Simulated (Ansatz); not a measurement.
Gas-phase electronic energies from Ansatz, PBE0-D4/def2-TZVP geometries. CCSD(T)/CBS is the MP2 limit (def2-TZVPP, def2-QZVPP) plus CCSD(T) − MP2 in def2-TZVPP, frozen cores. This one scheme is used for every species. DFT in def2-TZVPP. Elements past krypton have def2 core potentials. For Sn outer-core shells are correlated without core-valence functions, which leaves a few kJ/mol of doubt a bond. One conformer a species, not always the lowest.

Consider the hydrogenolysis of the Sn–Cl bond: `[SH][SnH2][Cl]` + H₂ → `[SH][SnH3]` + HCl.

`[SH][SnH2][Cl]`:

Cartesian coordinates in Å:
```
S -1.899 0.022 0.233
Sn 0.407 -0.254 -0.310
Cl 1.630 -0.479 1.663
H -1.732 1.291 0.642
H 1.030 1.134 -1.068
H 0.565 -1.714 -1.160
```

H₂:

Cartesian coordinates in Å:
```
H 0.037 0.224 -0.296
H -0.037 -0.224 0.296
```

`[SH][SnH3]`:

Z-matrix (Å, degrees):
```
Sn
S 1 2.406
H 1 1.706 2 109.4
H 1 1.701 2 104.7 3 119.6
H 1 1.706 2 109.5 3 -120.9
H 2 1.343 1 93.9 3 59.9
```

HCl:

Z-matrix (Å, degrees):
```
Cl
H 1 1.279
```

```csv
level,ΔE (eV)
PBE-D4,0.80
B97M-V,0.75
CCSD/def2-SVP,0.63
HF/def2-QZVPP,0.72
```

(1) What does CCSD(T)/CBS give? (An estimate is asked.)

Largest T1 diagnostic among the species: 0.012.

Results:

(1) Computed: +0.82 eV. The listed levels differ from it by -0.02, -0.07, -0.19, -0.10 eV.

From BLYP to BHLYP (50 % exact exchange), in def2-TZVPP and without D4, ΔE moves by −0.03 eV. The D4 term adds +0.07 eV with B3LYP and +0.04 eV with PBE0; it sums over pairs of atoms, weighted by their polarisabilities, and B3LYP, whose exchange is more repulsive, gets the larger term.

B3LYP here is the variant with VWN-RPA as its local correlation; programs differ in this.
